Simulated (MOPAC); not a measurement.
MOPAC input (PM7):

```
PM7 FORCE THERMO(298,298) PRECISE LET CHARGE=-1 GEO-OK AUX(PRECISION=9) THREADS=1
C3H8BO

C    -0.41374107 1    1.59630133 1   -0.11160026 1
B    -0.47489710 1    0.16468531 1   -0.06177183 1
C    -1.86072040 1   -0.68301860 1   -0.18918396 1
O     0.63869713 1   -0.79742458 1    0.10597800 1
C     1.90292769 1   -0.22717896 1    0.23030397 1
H    -1.27722207 1    2.21081071 1   -0.23644734 1
H     0.49778235 1    2.14510207 1   -0.02744063 1
H    -2.70819917 1   -0.01839022 1   -0.31416971 1
H    -1.77093312 1   -1.34387831 1   -1.04760492 1
H    -1.97600433 1   -1.27372484 1    0.71602956 1
H     2.17098084 1    0.34920589 1   -0.66409918 1
H     1.96418632 1    0.41993937 1    1.11433200 1
H     2.58597812 1   -1.07824464 1    0.34357911 1
```

From the output:

```
     H   13   4.142422

          HEAT OF FORMATION =     -87.761639 KCALS/MOLE

          ZERO POINT ENERGY      61.855 KCAL/MOL

           NORMAL COORDINATE ANALYSIS (Total motion = 1 Angstrom)

   Root No.       1         2         3         4         5         6         7         8

                 1 A"      2 A"      3 A"      1 A'      2 A'      4 A"      3 A'      5 A"

                   8.6      93.5     154.2     225.1     288.9     412.6     426.0     539.8

           1   -0.0000    0.0000    0.0000   -0.0458    0.0158   -0.0000   -0.0168    0.0000
           2    0.0000   -0.0000   -0.0000    0.0388    0.0763    0.0000    0.0143   -0.0000
           3   -0.0191    0.0254    0.0196    0.0000    0.0000   -0.0336    0.0000    0.0048
           4    0.0000    0.0000   -0.0000   -0.0469    0.0154    0.0000   -0.0144   -0.0000
           5    0.0000   -0.0000    0.0000    0.0025   -0.0253   -0.0000   -0.0475    0.0000
           6   -0.0002    0.0219   -0.0072    0.0000   -0.0000    0.1510   -0.0000   -0.0352
           7    0.0000   -0.0000    0.0000    0.0304   -0.0512    0.0000   -0.0314   -0.0000
           8    0.0000    0.0000   -0.0000   -0.0473    0.0209    0.0000   -0.0597    0.0000
           9   -0.0019   -0.0519    0.0073   -0.0000    0.0000   -0.0096   -0.0000   -0.0071
          10    0.0000    0.0000   -0.0000   -0.0244    0.0042   -0.0000    0.0709    0.0000
          11   -0.0000   -0.0000    0.0000    0.0249   -0.0357    0.0000    0.0159   -0.0000
          12    0.0180    0.0885   -0.0331    0.0000   -0.0000   -0.0372    0.0000    0.0238
          13   -0.0000   -0.0000    0.0000    0.0627    0.0236   -0.0000   -0.0119    0.0000
          14   -0.0000    0.0000   -0.0000   -0.0137   -0.0457    0.0000    0.0541   -0.0000
          15    0.0032   -0.0706    0.0104   -0.0000   -0.0000   -0.0021    0.0000    0.0027
          16   -0.0000   -0.0000    0.0000   -0.0228    0.0938   -0.0000    0.0640    0.0000
          17    0.0000    0.0000   -0.0000    0.0536    0.1284    0.0000    0.0703   -0.0000
          18   -0.0312   -0.0137    0.0520    0.0000    0.0000   -0.0399    0.0000    0.4316
          19   -0.0000    0.0000    0.0000   -0.0644   -0.0600   -0.0000   -0.1025   -0.0000
          20    0.0000   -0.0000   -0.0000    0.0510    0.1268    0.0000    0.0731    0.0000
          21   -0.0228    0.0675    0.0061    0.0000    0.0000   -0.2040    0.0000   -0.3848
          22    0.0000   -0.0000    0.0000    0.0915   -0.1099   -0.0000   -0.0213   -0.0000
          23   -0.0000    0.0000   -0.0000   -0.0050   -0.0193    0.0000   -0.0525    0.0000
          24    0.2781   -0.0972    0.0143   -0.0000    0.0000   -0.0925   -0.0000   -0.0192
          25    0.2045    0.0042   -0.0025    0.0305   -0.0524    0.0952   -0.0301    0.0107
          26   -0.1363    0.0487   -0.0088   -0.0935    0.0655    0.1465   -0.0668    0.0175
          27   -0.1479   -0.0543    0.0090   -0.0002    0.0007   -0.0801    0.0008   -0.0164
          28   -0.2045   -0.0042    0.0025    0.0305   -0.0524   -0.0952   -0.0301   -0.0107
          29    0.1363   -0.0487    0.0088   -0.0935    0.0655   -0.1465   -0.0668   -0.0175
          30   -0.1479   -0.0543    0.0090    0.0002   -0.0007   -0.0801   -0.0008   -0.0164
          31   -0.0159   -0.1060   -0.2084    0.0726    0.0260   -0.0040   -0.0268    0.0065
          32   -0.0024   -0.0627    0.1104   -0.0572   -0.0557    0.0143    0.1088   -0.0073
          33   -0.0081   -0.1535   -0.1162   -0.0005   -0.0006   -0.0034   -0.0001    0.0070
          34    0.0159    0.1060    0.2084    0.0726    0.0260    0.0040   -0.0268   -0.0065
          35    0.0024    0.0627   -0.1104   -0.0572   -0.0557   -0.0143    0.1088    0.0073
          36   -0.0081   -0.1535   -0.1162    0.0005    0.0006   -0.0034    0.0001    0.0070
          37    0.0000   -0.0000    0.0000    0.1157    0.0371   -0.0000   -0.0817   -0.0000
          38   -0.0000    0.0000   -0.0000    0.0454   -0.0310   -0.0000   -0.0213    0.0000
          39    0.0159   -0.0234    0.2985   -0.0000   -0.0000    0.0152    0.0000   -0.0140

   Root No.       9        10        11        12        13        14        15        16

                 4 A'      5 A'      6 A'      6 A"      7 A"      8 A"      7 A'      8 A'

                 734.9     796.4     830.8     853.6     986.6    1094.8    1111.1    1151.7

           1   -0.0845   -0.0018    0.0377   -0.0000   -0.0000   -0.0000    0.0051   -0.0154
           2   -0.0049   -0.0637   -0.0155    0.0000    0.0000   -0.0000   -0.0261   -0.0099
           3    0.0000   -0.0000   -0.0000   -0.0120   -0.0830    0.0047   -0.0000   -0.0000
           4   -0.0427    0.0018    0.0076   -0.0000    0.0000   -0.0000   -0.0024    0.0076
           5    0.0076   -0.0322    0.0149    0.0000   -0.0000    0.0000    0.1171    0.0625
           6    0.0000   -0.0000    0.0000   -0.0543    0.0421   -0.0081    0.0000    0.0000
           7    0.0362    0.0323   -0.0523    0.0000   -0.0000   -0.0000   -0.0169   -0.0104
           8    0.0845    0.0264    0.0154   -0.0000    0.0000   -0.0000   -0.0458   -0.0252
           9    0.0000    0.0000    0.0000    0.0585   -0.0120    0.0021   -0.0000   -0.0000
          10    0.0692   -0.0278   -0.0079   -0.0000   -0.0000   -0.0000    0.0063    0.0443
          11   -0.0446    0.0173   -0.0011   -0.0000    0.0000    0.0000    0.0133   -0.0174
          12   -0.0000    0.0000    0.0000    0.0041   -0.0038   -0.0291    0.0000   -0.0000
          13    0.0014   -0.0009   -0.0017   -0.0000    0.0000    0.0000    0.0215   -0.0522
          14   -0.0363    0.0109   -0.0023    0.0000   -0.0000   -0.0000   -0.0540    0.0087
          15   -0.0000    0.0000    0.0000   -0.0008    0.0042    0.0703   -0.0000    0.0000
          16   -0.0667    0.2572    0.1094    0.0000    0.0000   -0.0000    0.0979    0.0137
          17    0.0104    0.1224    0.0376   -0.0000   -0.0000    0.0000    0.0482    0.0165
          18    0.0000    0.0000    0.0000    0.0444    0.3474   -0.0152    0.0000    0.0000
          19   -0.1220   -0.2557   -0.0179    0.0000    0.0000   -0.0000   -0.0804   -0.0624
          20    0.0206    0.1222    0.0257   -0.0000   -0.0000    0.0000    0.0438    0.0268
          21    0.0000    0.0000    0.0000    0.1334    0.3279   -0.0224    0.0000    0.0000
          22    0.1461   -0.0252    0.2306   -0.0000   -0.0000   -0.0000   -0.0586   -0.0172
          23    0.1519   -0.0158    0.2021    0.0000   -0.0000    0.0000   -0.0605   -0.0215
          24    0.0000   -0.0000    0.0000   -0.0681    0.0076   -0.0011   -0.0000   -0.0000
          25    0.0325    0.0282   -0.0496    0.1630   -0.0305    0.0049    0.0114    0.0111
          26    0.0012    0.0646   -0.1824    0.2466   -0.0511    0.0076    0.0264    0.0193
          27   -0.0021   -0.0026    0.0065   -0.0721    0.0130   -0.0020   -0.0104   -0.0086
          28    0.0325    0.0282   -0.0496   -0.1630    0.0305   -0.0049    0.0114    0.0111
          29    0.0012    0.0646   -0.1824   -0.2466    0.0511   -0.0076    0.0264    0.0193
          30    0.0021    0.0026   -0.0065   -0.0721    0.0130   -0.0020    0.0104    0.0086
          31   -0.0135    0.0020    0.0011    0.0028   -0.0084   -0.1341   -0.0201    0.0130
          32    0.0223   -0.0103   -0.0134    0.0053   -0.0210   -0.3106    0.0728   -0.1778
          33   -0.0017   -0.0013   -0.0001    0.0027   -0.0071   -0.1034   -0.0075   -0.0000
          34   -0.0135    0.0020    0.0011   -0.0028    0.0084    0.1341   -0.0201    0.0130
          35    0.0223   -0.0103   -0.0134   -0.0053    0.0210    0.3106    0.0728   -0.1778
          36    0.0017    0.0013    0.0001    0.0027   -0.0071   -0.1034    0.0075    0.0000
          37   -0.0776    0.0337    0.0135   -0.0000    0.0000   -0.0000   -0.1314    0.1625
          38   -0.1188    0.0479    0.0127   -0.0000    0.0000    0.0000   -0.1968    0.2154
          39   -0.0000    0.0000    0.0000    0.0025   -0.0028   -0.1210   -0.0000    0.0000

   Root No.      17        18        19        20        21        22        23        24

                 9 A'     10 A'      9 A"     11 A'     12 A'     10 A"     13 A'     14 A'

                1222.7    1263.1    1309.4    1317.0    1318.4    1319.3    1343.6    1387.3

           1    0.0201   -0.0017   -0.0000   -0.0016    0.0024    0.0000   -0.0196   -0.0209
           2    0.0083    0.0041   -0.0000   -0.0006    0.0010    0.0000   -0.0002    0.0001
           3    0.0000   -0.0000    0.0005   -0.0000   -0.0000   -0.0012    0.0000    0.0000
           4   -0.0201    0.0005   -0.0000   -0.0142    0.0001    0.0000   -0.0449    0.0148
           5   -0.0493   -0.0251    0.0000    0.0002   -0.0028   -0.0000    0.0045    0.0032
           6   -0.0000   -0.0000   -0.0011    0.0000   -0.0000    0.0011    0.0000    0.0000
           7    0.0191   -0.0367   -0.0000   -0.0012   -0.0301   -0.0000    0.0069   -0.0011
           8    0.0237   -0.0401    0.0000    0.0037    0.0313    0.0000    0.0033   -0.0011
           9    0.0000   -0.0000   -0.0004    0.0000    0.0000   -0.0471   -0.0000   -0.0000
          10    0.0440    0.0010   -0.0000   -0.0002   -0.0001   -0.0000    0.0065   -0.0002
          11    0.1281    0.0189    0.0000   -0.0007    0.0005   -0.0000   -0.0129   -0.0053
          12    0.0000    0.0000   -0.0021    0.0000    0.0000   -0.0002   -0.0000   -0.0000
          13   -0.0668   -0.0056   -0.0000   -0.0317    0.0033   -0.0000    0.0126   -0.0180
          14   -0.1197   -0.0129    0.0000    0.0099   -0.0021   -0.0000    0.0148   -0.0502
          15   -0.0000   -0.0000   -0.0401    0.0000    0.0000    0.0003    0.0000   -0.0000
          16    0.0211    0.0008   -0.0000    0.0686   -0.0081    0.0000    0.2702    0.0470
          17    0.0018    0.0014   -0.0000    0.0424   -0.0053   -0.0000    0.1732    0.0382
          18   -0.0000   -0.0000   -0.0004    0.0000   -0.0000    0.0052    0.0000    0.0000
          19    0.0731    0.0291   -0.0000    0.0622   -0.0050   -0.0000    0.2719    0.0497
          20   -0.0290   -0.0171    0.0000   -0.0390    0.0048    0.0000   -0.1750   -0.0397
          21   -0.0000   -0.0000   -0.0049   -0.0000   -0.0000    0.0013   -0.0000   -0.0000
          22   -0.0469    0.2225   -0.0000   -0.0169   -0.1384    0.0000   -0.0170   -0.0009
          23   -0.0336    0.1592   -0.0000   -0.0106   -0.0803   -0.0000   -0.0130   -0.0007
          24   -0.0000    0.0000    0.0036   -0.0000   -0.0000    0.4347   -0.0000    0.0000
          25   -0.0439    0.1365   -0.0009    0.0264    0.2465   -0.1088    0.0007   -0.0037
          26   -0.0626    0.2134    0.0018   -0.0080   -0.1392    0.2169    0.0116   -0.0053
          27    0.0321   -0.0985    0.0004   -0.0195   -0.1843    0.0623    0.0005    0.0028
          28   -0.0439    0.1365    0.0009    0.0264    0.2465    0.1088    0.0007   -0.0037
          29   -0.0626    0.2134   -0.0018   -0.0080   -0.1392   -0.2169    0.0116   -0.0053
          30   -0.0321    0.0985    0.0004    0.0195    0.1842    0.0623   -0.0005   -0.0028
          31   -0.0464   -0.0082    0.1449    0.2407   -0.0314   -0.0012   -0.0733    0.0230
          32   -0.1209   -0.0058   -0.2137   -0.0209    0.0033    0.0019   -0.0348    0.2379
          33   -0.0162   -0.0033    0.0543    0.1688   -0.0214   -0.0004   -0.0596    0.0640
          34   -0.0464   -0.0082   -0.1449    0.2407   -0.0314    0.0012   -0.0733    0.0230
          35   -0.1209   -0.0058    0.2137   -0.0209    0.0033   -0.0019   -0.0348    0.2379
          36    0.0162    0.0033    0.0543   -0.1688    0.0214   -0.0004    0.0596   -0.0640
          37   -0.0212   -0.0063    0.0000   -0.0824    0.0130   -0.0000   -0.0001    0.1866
          38   -0.0310   -0.0071   -0.0000   -0.0805    0.0131    0.0000    0.0032    0.1948
          39   -0.0000   -0.0000    0.4152   -0.0000    0.0000   -0.0034   -0.0000    0.0000

   Root No.      25        26        27        28        29        30        31        32

                15 A'     11 A"     16 A'     12 A"     17 A'     18 A'     19 A'     20 A'
```

The dipole moment of an ion depends on the origin.
